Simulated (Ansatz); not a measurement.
Reaction (formal exchange of groups at a Ge–C bond): `F[SiH](F)[CH2][GeH3]` + `N=CF` → `N=[C](F)[GeH3]` + `C[SiH](F)F`

Isolated molecules relaxed with PBE0-D4/def2-TZVP in Ansatz; ΔE leaves out vibrations. CBS: MP2 limit from def2 TZ/QZ plus the TZ coupled-cluster correction, frozen cores. This one scheme is used for every species. Functionals use def2-TZVPP. B3LYP here is the variant with VWN-RPA as its local correlation; programs differ in this. For Ge outer-core shells are correlated without core-valence functions, which leaves a few kJ/mol of doubt a bond. Scalar relativity is left out up to krypton. Each species was taken in one conformer, which may not be the lowest.

**Question.** Is it downhill or uphill in electronic energy at CCSD(T)/CBS, and by how much? (Best estimate.)

**Answer.** Ansatz gave: Uphill: ΔE = +9.8 kJ/mol.

**Question.** What do these levels give: r2SCAN-D4, ωB97X-V, ωB97M-V, B2PLYP, PBE, r2SCAN, PBE0, B3LYP, HF/def2-TZVPP, CCSD/def2-TZVPP, HF/CBS(def2), MP2/CBS(def2)? (An estimate is asked.)

**Answer.** Ansatz gave: r2SCAN-D4 3.4, ωB97X-V 6.0, ωB97M-V 6.5, B2PLYP 4.4, PBE 0.4, r2SCAN 2.8, PBE0 5.6, B3LYP 0.6, HF/def2-TZVPP 9.9, CCSD/def2-TZVPP 10.8, HF/CBS(def2) 9.5, MP2/CBS(def2) 11.8 kJ/mol.

Largest T1 diagnostic among the species: 0.013.

From PBE to PBE0 (25 % exact exchange), in def2-TZVPP and without D4, ΔE moves by +5.1 kJ/mol. The D4 term adds +3.4 kJ/mol with B3LYP and +2.0 kJ/mol with PBE0; it sums over pairs of atoms, weighted by their polarisabilities, and B3LYP, whose exchange is more repulsive, gets the larger term.
